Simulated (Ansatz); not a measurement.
Born–Oppenheimer molecular dynamics of ClH$_{3}$O$_{2}$Si (7 atoms, charge 0, multiplicity 1). It starts from a relaxed structure.

These are results of RKS BHLYP-D4/def2-SVP (Ansatz 0.2.0), not measurements.

| Quantity | Value |
| --- | --- |
| ensemble | NVT, Langevin thermostat |
| time step | 0.5 fs |
| steps asked | 100 |
| set temperature | 700 K |
| friction | 0.001 /fs |
| seed | 126243 |

First frame:

```xyz
7
Properties=species:S:1:pos:R:3
Si -0.069 -0.016 -0.018
Cl -0.089 0.082 2.048
H 1.325 -0.048 -0.451
O -0.751 1.302 -0.686
H -1.698 1.410 -0.643
O -0.934 -1.341 -0.443
H -0.986 -2.085 0.149
```

What does the run give?

All steps were run.

```json
{
  "steps done": "100",
  "time covered": "50 fs",
  "mean temperature over the second half": "347 K",
  "spread of the potential energy over the second half": "10.9 meV per atom",
  "mean potential energy of the second half above the start": "41.7 meV per atom"
}
```

The mean temperature of the second half is 50 % below the set value. A run of 0.05 ps of so small a system gives no equilibrium averages.

What happens to the structure?

The same pairs are bonded in the first frame and the last. Pairs count as bonded within 1.25 times the sum of covalent radii (0.12 Å more for H–H). The details hang on the random start.

How do temperature and energy run in time?


| time (fs) | T (K) | potential energy less start (eV) |
| --- | --- | --- |
| 0 | 600 | 0.000 |
| 4 | 386 | 0.164 |
| 8 | 250 | 0.303 |
| 12 | 323 | 0.240 |
| 16 | 498 | 0.110 |
| 20 | 474 | 0.147 |
| 24 | 275 | 0.343 |
| 28 | 292 | 0.293 |
| 32 | 383 | 0.222 |
| 36 | 488 | 0.168 |
| 40 | 325 | 0.332 |
| 44 | 273 | 0.388 |
| 48 | 318 | 0.341 |

Run time: 4.3 min on 1 thread of Intel(R) Xeon(R) Platinum 8259CL CPU @ 2.50GHz (Skylake/Cascade Lake), with other jobs on the host, peak memory 0.17 GiB.
